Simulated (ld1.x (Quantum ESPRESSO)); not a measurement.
**Pseudopotential generation for ruthenium: ultrasoft, LDA (PZ), scalar-relativistic.**

ld1.x (Quantum ESPRESSO) 7.5 was run on this input:

```
&input
   title='Ru', zed=44., rel=1, dft='PZ', iswitch=3,
   config='[Kr] 4d7 5s0.75 5p0',
   nld=3, rlderiv=3.30, eminld=-3.0, emaxld=5.0, deld=0.02
 /
 &inputp
   pseudotype=3, tm=.true., lloc=-2, rcloc=2.05,
   nlcc=.true.,
   which_augfun='PSQ', rmatch_augfun_nc=.true.,
   file_pseudopw='Ru.UPF', file_wfcaegen='ae.wfc', file_wfcncgen='nc.wfc', file_beta='beta', file_chi='chi', file_wfcusgen='us.wfc'
 /
6
5S  1  0   0.75   0.00  2.40  2.70  0.0
5S  1  0   0.00   2.10  2.40  2.70  0.0
5P  2  1   0.00   0.00  2.55  3.05  0.0
5P  2  1   0.00   0.45  2.55  3.05  0.0
4D  3  2   7.00   0.00  2.00  2.10  0.0
4D  3  2   0.00   1.90  2.00  2.10  0.0
 &test
   configts(1)='4d7 5s0.75 5p0'
 /
```

Command:

```bash
ld1.x < Ru.in > Ru.out
```

The program printed (shortened: banner, matrices, multipoles, cross overlaps and the repeated all-electron block are left out):

```
Program LD1 v.7.5
     --------------------------- All-electron run ----------------------------

     Ru
     scalar relativistic calculation

     atomic number is 44.00
     dft =PZ   lsd =0 sic =0 latt =0  beta=0.20 tr2=1.0E-14
     Exchange-correlation= PZ
                           (   1   1   0   0   0   0   0)
     mesh =1233 r(mesh) = 101.06970 a.u. xmin = -7.00 dx = 0.01250
     1 Ry =  13.60569312 eV, c = 137.03599908

     n l     nl                  e(Ry)          e(Ha)          e(eV)
     1 0     1S 1( 2.00)     -1610.3783      -805.1892    -21910.3136
     2 0     2S 1( 2.00)      -231.7071      -115.8536     -3152.5362
     2 1     2P 1( 6.00)      -207.6815      -103.8408     -2825.6509
     3 0     3S 1( 2.00)       -40.8692       -20.4346      -556.0537
     3 1     3P 1( 6.00)       -32.9741       -16.4870      -448.6354
     4 0     4S 1( 2.00)        -5.7465        -2.8733       -78.1852
     4 1     4P 1( 6.00)        -3.5486        -1.7743       -48.2806
     3 2     3D 1(10.00)       -20.2283       -10.1141      -275.2198
     4 2     4D 1( 7.00)        -0.5248        -0.2624        -7.1403
     5 0     5S 1( 0.75)        -0.4427        -0.2214        -6.0239
     5 1     5P 1( 0.00)        -0.1655        -0.0827        -2.2517

     final scf error:  4.6E-15 reached in  28 iterations

     Etot =   -9052.456870 Ry,   -4526.228435 Ha, -123164.950181 eV

     Ekin =    9358.517435 Ry,    4679.258717 Ha,  127329.116300 eV
     Encl =  -21840.823714 Ry,  -10920.411857 Ha, -297159.545010 eV
     Eh   =    3687.457790 Ry,    1843.728895 Ha,   50170.419088 eV
     Exc  =    -257.608380 Ry,    -128.804190 Ha,   -3504.940560 eV

     normalization and overlap integrals

     s(1S/1S) =  1.000000  <r> =   0.0335  <r2> =    0.0015  r(max) =   0.0216
     s(2S/2S) =  1.000000  <r> =   0.1458  <r2> =    0.0251  r(max) =   0.1229
     s(2P/2P) =  1.000000  <r> =   0.1270  <r2> =    0.0197  r(max) =   0.0981
     s(3S/3S) =  1.000000  <r> =   0.4035  <r2> =    0.1864  r(max) =   0.3600
     s(3P/3P) =  1.000000  <r> =   0.4036  <r2> =    0.1894  r(max) =   0.3555
     s(4S/4S) =  1.000000  <r> =   1.0178  <r2> =    1.1756  r(max) =   0.9078
     s(4P/4P) =  1.000000  <r> =   1.1277  <r2> =    1.4614  r(max) =   0.9785
     s(3D/3D) =  1.000000  <r> =   0.3844  <r2> =    0.1770  r(max) =   0.3022
     s(4D/4D) =  1.000000  <r> =   1.6911  <r2> =    3.5675  r(max) =   1.2102
     s(5S/5S) =  1.000000  <r> =   3.2413  <r2> =   12.0635  r(max) =   2.6934
     s(5P/5P) =  1.000000  <r> =   4.5590  <r2> =   24.3253  r(max) =   3.6357

     ------------------------ End of All-electron run ------------------------

     --------------------- Generating US pseudopotential ---------------------

      Generating local potential from pseudized AE potential:
      Matching radius rcloc =   2.0500
      Enforcing V''(0)=0 (lloc=-2)

      Local pseudo, rcloc= 2.046 Estimated cut-off energy=     7.75 Ry

      Computing core charge for nlcc:

       r > 1.11 : true rho core
       r < 1.11 : rho core = a sin(br)/r    a=  11.65  b=   2.16

      Integrated core pseudo-charge :   9.69
      Wfc-us  5S rcutus= 2.693  Estimated cut-off energy=     6.13 Ry
      Wfc-us  5S rcutus= 2.693  Estimated cut-off energy=    11.58 Ry
      Wfc-us  5P rcutus= 3.052  Estimated cut-off energy=     7.79 Ry
      Wfc-us  5P rcutus= 3.052  Estimated cut-off energy=     8.75 Ry
      Wfc-us  4D rcutus= 2.098  Estimated cut-off energy=    26.42 Ry
      Wfc-us  4D rcutus= 2.098  Estimated cut-off energy=    48.03 Ry

     Q pseudized with Bessel functions
     Expected ecutrho=     165.1280 due to l1=  2   l2=  2

     ------------------- End of pseudopotential generation -------------------

     Computing logarithmic derivative in   3.31044
     Computing logarithmic derivative in   3.31044
     Computing the partial wave expansion
     R is outside the sphere for l=    0 j= 0.00
     R is outside the sphere for l=    0 j= 0.00
     R is outside the sphere for l=    1 j= 0.00
     R is outside the sphere for l=    1 j= 0.00
     R is outside the sphere for l=    2 j= 0.00
     R is outside the sphere for l=    2 j= 0.00

     ---------------------- Testing the pseudopotential ----------------------

     Ru
     scalar relativistic calculation

     atomic number is 44.00   valence charge is  8.00
     dft =PZ   lsd =0 sic =0 latt =0  beta=0.20 tr2=1.0E-14
     mesh =1233 r(mesh) = 101.06970 xmin = -7.00 dx = 0.01250

     n l     nl             e AE (Ry)        e PS (Ry)    De AE-PS (Ry)
     3 2     4D   1( 7.00)       -0.52480       -0.52481        0.00000
     1 0     5S   1( 0.75)       -0.44275       -0.44275        0.00000
     2 1     5P   1( 0.00)       -0.16550       -0.16550        0.00000

     eps = 9.3E-15  iter =  3

     Etot =   -9052.456870 Ry,   -4526.228435 Ha, -123164.950181 eV
     Etotps =   -47.964325 Ry,     -23.982163 Ha,    -652.587893 eV

     Ekin =      18.861311 Ry,       9.430655 Ha,     256.621209 eV
     Encl =     -73.190255 Ry,     -36.595127 Ha,    -995.804148 eV
     Ehrt =      31.103838 Ry,      15.551919 Ha,     423.189277 eV
     Ecxc =     -23.639076 Ry,     -11.819538 Ha,    -321.626017 eV
     (Ecc =     -13.741011 Ry,      -6.870505 Ha,    -186.955978 eV)
     Epseu=      -1.100143 Ry,      -0.550072 Ha,     -14.968214 eV

     ---------------------- End of pseudopotential test ----------------------
```

Generation and configuration tests took about 3.7 s on one core of a shared server CPU.

Transferability test of the new file with ld1.x, input:

```
&input
   title='Ru', zed=44., rel=1, dft='PZ', iswitch=2,
   config='[Kr] 4d7 5s0.75 5p0'
 /
 &test
   file_pseudo='Ru.UPF', nconf=10,
   configts(1)='4d7 5s0.75 5p0',
   configts(2)='4d7 5s1 5p0',
   configts(3)='4d7 5s0 5p0',
   configts(4)='4d6 5s0 5p0',
   configts(5)='4d7.5 5s0.5 5p0',
   configts(6)='4d8 5s0 5p0',
   configts(7)='4d7 5s0.5 5p0',
   configts(8)='4d7 5s0 5p1',
   configts(9)='4d7 5s0.75 5p0', lsdts(9)=1,
   configts(10)='4d7 5s1 5p0', lsdts(10)=1
 /
```

```bash
ld1.x < Ru.test.in > Ru.test.out
```

Pseudopotential blocks of its output, shortened (energy terms left out):

```
     ---------------------- Testing the pseudopotential ----------------------

     n l     nl             e AE (Ry)        e PS (Ry)    De AE-PS (Ry)
     3 2     4D   1( 7.00)       -0.52480       -0.52481        0.00000
     1 0     5S   1( 0.75)       -0.44275       -0.44275        0.00000
     2 1     5P   1( 0.00)       -0.16550       -0.16550        0.00000

     eps = 9.3E-15  iter =  3

     Etot =   -9052.456870 Ry,   -4526.228435 Ha, -123164.950181 eV
     Etotps =   -47.964325 Ry,     -23.982163 Ha,    -652.587893 eV

     ---------------------- End of pseudopotential test ----------------------

          ---------------------- Testing the pseudopotential ----------------------

     n l     nl             e AE (Ry)        e PS (Ry)    De AE-PS (Ry)
     3 2     4D   1( 7.00)       -0.39706       -0.39783        0.00077
     1 0     5S   1( 1.00)       -0.33208       -0.33195       -0.00013
     2 1     5P   1( 0.00)       -0.07614       -0.07607       -0.00007

     eps = 2.8E-15  iter =  9

     Etot =   -9052.553611 Ry,   -4526.276805 Ha, -123166.266408 eV
     Etotps =   -48.061070 Ry,     -24.030535 Ha,    -653.904171 eV
     dEtot_ae =      -0.096741 Ry
     dEtot_ps =      -0.096745 Ry,   Delta E=       0.000004 Ry

     ---------------------- End of pseudopotential test ----------------------

          ---------------------- Testing the pseudopotential ----------------------

     n l     nl             e AE (Ry)        e PS (Ry)    De AE-PS (Ry)
     3 2     4D   1( 7.00)       -0.94100       -0.93867       -0.00233
     1 0     5S   1( 0.00)       -0.79594       -0.79632        0.00037
     2 1     5P   1( 0.00)       -0.46105       -0.46136        0.00030

     eps = 5.8E-15  iter =  7

     Etot =   -9051.994038 Ry,   -4525.997019 Ha, -123158.653034 eV
     Etotps =   -47.501271 Ry,     -23.750635 Ha,    -646.287710 eV
     dEtot_ae =       0.462832 Ry
     dEtot_ps =       0.463055 Ry,   Delta E=      -0.000223 Ry

     ---------------------- End of pseudopotential test ----------------------

          ---------------------- Testing the pseudopotential ----------------------

     n l     nl             e AE (Ry)        e PS (Ry)    De AE-PS (Ry)
     3 2     4D   1( 6.00)       -1.79164       -1.84040        0.04876  !
     1 0     5S   1( 0.00)       -1.42522       -1.42931        0.00409
     2 1     5P   1( 0.00)       -1.00002       -1.00278        0.00276

     eps = 4.9E-15  iter = 10

     Etot =   -9050.638922 Ry,   -4525.319461 Ha, -123140.215735 eV
     Etotps =   -46.126808 Ry,     -23.063404 Ha,    -627.587198 eV
     dEtot_ae =       1.817948 Ry
     dEtot_ps =       1.837517 Ry,   Delta E=      -0.019569 Ry

     ---------------------- End of pseudopotential test ----------------------

          ---------------------- Testing the pseudopotential ----------------------

     n l     nl             e AE (Ry)        e PS (Ry)    De AE-PS (Ry)
     3 2     4D   1( 7.50)       -0.31897       -0.31195       -0.00702  !
     1 0     5S   1( 0.50)       -0.30050       -0.30303        0.00253
     2 1     5P   1( 0.00)       -0.05983       -0.06137        0.00154

     eps = 2.6E-15  iter =  9

     Etot =   -9052.574263 Ry,   -4526.287131 Ha, -123166.547392 eV
     Etotps =   -48.079321 Ry,     -24.039661 Ha,    -654.152489 eV
     dEtot_ae =      -0.117393 Ry
     dEtot_ps =      -0.114996 Ry,   Delta E=      -0.002397 Ry

     ---------------------- End of pseudopotential test ----------------------

          ---------------------- Testing the pseudopotential ----------------------

     n l     nl             e AE (Ry)        e PS (Ry)    De AE-PS (Ry)
     3 2     4D   1( 8.00)       -0.24926       -0.24027       -0.00899  !
     1 0     5S   1( 0.00)       -0.27089       -0.27797        0.00708  !
     2 1     5P   1( 0.00)       -0.04414       -0.04866        0.00452

     eps = 5.8E-15  iter = 14

     Etot =   -9052.573266 Ry,   -4526.286633 Ha, -123166.533826 eV
     Etotps =   -48.071705 Ry,     -24.035853 Ha,    -654.048872 eV
     dEtot_ae =      -0.116396 Ry
     dEtot_ps =      -0.107380 Ry,   Delta E=      -0.009016 Ry

     ---------------------- End of pseudopotential test ----------------------

          ---------------------- Testing the pseudopotential ----------------------

     n l     nl             e AE (Ry)        e PS (Ry)    De AE-PS (Ry)
     3 2     4D   1( 7.00)       -0.65847       -0.65768       -0.00079
     1 0     5S   1( 0.50)       -0.55749       -0.55761        0.00012
     2 1     5P   1( 0.00)       -0.26051       -0.26059        0.00008

     eps = 6.2E-15  iter =  9

     Etot =   -9052.331945 Ry,   -4526.165973 Ha, -123163.250495 eV
     Etotps =   -47.839358 Ry,     -23.919679 Ha,    -650.887618 eV
     dEtot_ae =       0.124925 Ry
     dEtot_ps =       0.124968 Ry,   Delta E=      -0.000043 Ry

     ---------------------- End of pseudopotential test ----------------------

          ---------------------- Testing the pseudopotential ----------------------

     n l     nl             e AE (Ry)        e PS (Ry)    De AE-PS (Ry)
     3 2     4D   1( 7.00)       -0.50934       -0.50896       -0.00037
     1 0     5S   1( 0.00)       -0.41158       -0.41166        0.00008
     2 1     5P   1( 1.00)       -0.13867       -0.13869        0.00002

     eps = 8.0E-15  iter =  7

     Etot =   -9052.290142 Ry,   -4526.145071 Ha, -123162.681739 eV
     Etotps =   -47.797554 Ry,     -23.898777 Ha,    -650.318858 eV
     dEtot_ae =       0.166727 Ry
     dEtot_ps =       0.166771 Ry,   Delta E=      -0.000044 Ry

     ---------------------- End of pseudopotential test ----------------------

          ---------------------- Testing the pseudopotential ----------------------

     n l     nl             e AE (Ry)        e PS (Ry)    De AE-PS (Ry)
     3 2     4D   1( 5.00)       -0.57430       -0.57418       -0.00012
     1 0     5S   1( 0.75)       -0.47393       -0.47462        0.00069
     2 1     5P   1( 0.00)       -0.18331       -0.18358        0.00027
     3 2     4D   2( 2.00)       -0.44284       -0.44160       -0.00124
     1 0     5S   2( 0.00)       -0.38924       -0.38836       -0.00089
     2 1     5P   2( 0.00)       -0.13319       -0.13282       -0.00037

     eps = 9.0E-15  iter = 11

     Etot =   -9052.570217 Ry,   -4526.285108 Ha, -123166.492341 eV
     Etotps =   -48.078889 Ry,     -24.039445 Ha,    -654.146614 eV
     dEtot_ae =      -0.113347 Ry
     dEtot_ps =      -0.114564 Ry,   Delta E=       0.001217 Ry

     ---------------------- End of pseudopotential test ----------------------

          ---------------------- Testing the pseudopotential ----------------------

     n l     nl             e AE (Ry)        e PS (Ry)    De AE-PS (Ry)
     3 2     4D   1( 5.00)       -0.44513       -0.44582        0.00069
     1 0     5S   1( 1.00)       -0.36361       -0.36407        0.00046
     2 1     5P   1( 0.00)       -0.09266       -0.09275        0.00009
     3 2     4D   2( 2.00)       -0.31149       -0.31094       -0.00055
     1 0     5S   2( 0.00)       -0.27382       -0.27286       -0.00096
     2 1     5P   2( 0.00)       -0.04390       -0.04354       -0.00036

     eps = 3.3E-15  iter = 10

     Etot =   -9052.674808 Ry,   -4526.337404 Ha, -123167.915377 eV
     Etotps =   -48.183651 Ry,     -24.091825 Ha,    -655.571968 eV
     dEtot_ae =      -0.217938 Ry
     dEtot_ps =      -0.219325 Ry,   Delta E=       0.001388 Ry

     ---------------------- End of pseudopotential test ----------------------
```
